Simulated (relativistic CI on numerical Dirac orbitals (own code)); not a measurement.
Co5+ (3d4) in a crystal field

Calculated by Dirac-Coulomb-Breit CI, orbitals from a KLI potential per configuration, QED by a radiative potential, valence Slater integrals scaled by 0.65, one configuration in a parametric crystal field (own radial code).

Field parameters in Wybourne normalisation: Oh B⁴₀ = 21Dq, B⁴₄ = √(5/14) B⁴₀. The field is a parameter set, without covalency.

S is read from ⟨S²⟩ = S(S + 1).

Levels (cm⁻¹, degeneracy): 0 (1), 62 (3), 122 (2), 166 (3), 210 (1), 5765 (3), 5787 (3), 5816 (1), 6269 (3), 6282 (2), 6570 (3), 15591 (1).

Question: Which field gives this pattern?
A. Oh, 10Dq = 24700 cm⁻¹
B. Oh, 10Dq = 15300 cm⁻¹
C. Oh, 10Dq = 5900 cm⁻¹
D. Oh, 10Dq = 34100 cm⁻¹

Answer: C. Oh, 10Dq = 5900 cm⁻¹, ground level with S = 1.99.
